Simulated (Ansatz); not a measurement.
Input for Ansatz (development build ahead of 0.2.0):

```yaml
crystal:
  periodic: [false, false, false]
  atoms:
    - { symbol: Zn, position_ang: [0.0, 0.0, 0.0] }
basis:
  gaussian: { orbitals: cc-pVDZ }
hamiltonian:
  xc: hf
correlation:
  method: mp2
  frozen_orbitals: { Zn: 5 }
```

The input is written out in the form of the current development build from the run's settings.

Results

| Property | Result |
| --- | --- |
| Converged | yes |
| Reference energy | -1777.84666 hartree |
| Correlation energy | -0.62542 hartree |
| Total energy | -1778.47208 hartree |
